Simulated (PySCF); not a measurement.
## Scandium: highly charged ions in a basis for the neutral atom

Sc¹³⁺ [He] 2s2 2p4, Sc¹⁴⁺ [He] 2s2 2p3. All numbers are calculated (PySCF 2.14, no relativity, point nucleus, in aug-cc-pVDZ (7s6p4d2f, 59 functions)). No spin-orbit coupling, so a gap to NIST mixes the basis error with missing relativistic terms.

Changed run: basis of the neutral atom used for a highly charged ion. This setting is unsound on purpose.

```csv
species,method,sound run (hartree),changed run (hartree),converged
Sc¹³⁺,UHF,not run,-660.31601,yes
Sc¹⁴⁺,UHF,not run,-629.64451,yes
```

Ionisation energy of Sc¹³⁺:

| method | changed run (eV) | NIST (eV) |
| --- | --- | --- |
| UHF | 834.61 | 833.2 ± 1.4 |
| TPSS | 837.47 | 833.2 ± 1.4 |
| BP86 | 837.40 | 833.2 ± 1.4 |

The contracted functions were made for the neutral atom and can be too rigid for a highly charged ion.
